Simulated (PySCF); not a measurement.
# Assignment exercise: C8H11O2P

Atoms are numbered as in `[CH3:1][c:2]1[cH:3][cH:4][cH:5][c:6]([P@@:7]([CH3:8])(=[O:9])[OH:10])[cH:11]1`. Each H is labelled by its parent atom.

Non-relativistic, one conformer, no solvent, rapidly exchanging positions averaged. GFN2-xTB structure; σ from GIAO-PBE0/pcSseg-1; PySCF 2.14.0 with density-fitted response routines.

Shifts are taken against calculated references (same method and geometry level): 13C (186.93 ppm) and 1H (31.72 ppm) against TMS.

(1) Assign these signals to the numbered atoms. 13C{1H} NMR (computed): δ 143.3 (C), 141.2 (C), 137.8 (CH), 135.4 (CH), 133.8 (CH), 133.6 (CH), 24.1 (CH3), 21.7 (CH3).

(2) Assign these signals to the numbered atoms. 1H NMR (400 MHz, computed): δ 8.00 (m, 1H), 7.71 (m, 1H), 7.67 (m, 1H), 7.60 (m, 1H), 2.57 (br s, 1H), 2.55 (s, 3H), 1.48 (m, 3H).

Results:

(1) 
```tsv
δ (ppm)	atoms	environment	reason
143.3	C2	substituted aromatic carbon	–
141.2	C6	substituted aromatic carbon	–
137.8	C3	aromatic CH	the aromatic region
135.4	C11	aromatic CH	–
133.8	C4	aromatic CH	–
133.6	C5	aromatic CH	–
24.1	C1	methyl carbon on an aromatic ring	saturated and bonded to C and H only
21.7	C8	methyl carbon bonded to P	–
```

C11 and C4; C4 and C5 lie closer than the usual error of such a calculation, so a measured spectrum could show them in the other order.

(2) 
8.00 → H(C5), hydrogen on an aromatic CH: ring-current deshielding
7.71 → H(C11), hydrogen on an aromatic CH
7.67 → H(C4), hydrogen on an aromatic CH
7.60 → H(C3), hydrogen on an aromatic CH
2.57 → H(O10), hydrogen on an oxygen bonded to P: exchangeable; this is the value without hydrogen bonding to other molecules
2.55 → H(C1), hydrogen on a methyl carbon on an aromatic ring: benzylic-type position, deshielded by the ring
1.48 → H(C8), hydrogen on a methyl carbon bonded to P

H(C11) and H(C4); H(C4) and H(C3); H(O10) and H(C1) lie closer than the usual error of such a calculation, so a measured spectrum could show them in the other order.

OH/NH shifts are gas-phase values; hydrogen bonding in solution moves them, usually downfield. Splittings by 31P in the carbon and heteronuclear signals aren't shown, as no couplings were computed. Shifts are as computed. Against solution values, carbons near 30 ppm lie about +3 ppm off and those near 130 ppm about +5 ppm. Of 1211 compounds with measured shifts, 218 miss one by over three times the rms of a fit or turn the order of signals round; such compounds aren't used in these exercises. No couplings were computed; multiplicities are counted from neighbouring protons, with m where these are inequivalent, close in shift, in a saturated or five-membered ring or joined by F or P, and br s for small geminal =CH2 splittings.
